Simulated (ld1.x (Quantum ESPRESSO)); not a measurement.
# chlorine (Cl): variants of one TM potential

Base potential:

chlorine, norm-conserving Troullier–Martins (Kleinman–Bylander form), made with ld1.x (Quantum ESPRESSO) 7.5 (PBE, non-relativistic). Core [Ne], reference 3s2 3p5. Waves: 3p (bound): rc 1.25 bohr; 3d channel at 0.05 Ry: rc 1.20 bohr; 3s (bound): rc 1.30 bohr. Local part: the s channel. Core correction: none.

Cutoffs, loose and tight: the cutoffs (Ry, on a coarse ladder) from which the occupation-weighted sum of valence levels, in a spherical-Bessel basis at the reference potential, stays within 10 and 1 mRy of its value at 400 Ry. They do not see the model core or the augmentation charge, which bear on the density cutoff. Test errors are all-electron minus pseudo excitation energies from the reference, over the configurations 3s2 3p4; 3s2 3p3; 3s2 3p2; 3s2 3p4.5; 3s1 3p6; 3s2 3p5.3; 3s1 3p5. A dash means not determined; rows that change the core or the reference have their own tests.

```tsv
change	outcome	cutoff, loose	cutoff, tight	bound ghosts	largest test error (meV)
base	generated	55 Ry	80 Ry	none	+72
all radii scaled by about 0.77 (s 1.00, p 0.96, d 0.94 bohr)	generated	140 Ry	300 Ry	none	+93
all radii scaled by about 0.82 (s 1.06, p 1.02, d 0.98 bohr)	generated	120 Ry	200 Ry	none	+78
all radii scaled by about 0.93 (s 1.22, p 1.16, d 1.12 bohr)	generated	70 Ry	140 Ry	none	+70
all radii scaled by about 1.07 (s 1.38, p 1.34, d 1.28 bohr)	generated	50 Ry	70 Ry	none	+77
all radii scaled by about 1.15 (s 1.50, p 1.44, d 1.38 bohr)	generated	45 Ry	70 Ry	none	+96
all radii scaled by about 1.23 (s 1.60, p 1.54, d 1.48 bohr)	generated	40 Ry	60 Ry	none	+112
all radii scaled by about 1.32 (s 1.72, p 1.66, d 1.58 bohr)	generated	35 Ry	50 Ry	none	+144
all radii scaled by about 1.38 (s 1.80, p 1.72, d 1.66 bohr)	generated	30 Ry	50 Ry	none	+173
```

Reading the sweep of the scale of all radii (base = 1) (base included, trends over the rows without a ghost): The loose cutoff falls from 140 Ry at 0.77 to 30 Ry at 1.38. A larger radius leaves more room for a smooth pseudo-wave, so fewer plane waves are needed; a smaller one forces it to follow the all-electron wave where it bends sharply. The median size of the test errors (rows with all tests solved) is not monotonic: lowest 3.3 meV at 1, highest 9.8 meV at 1.38.
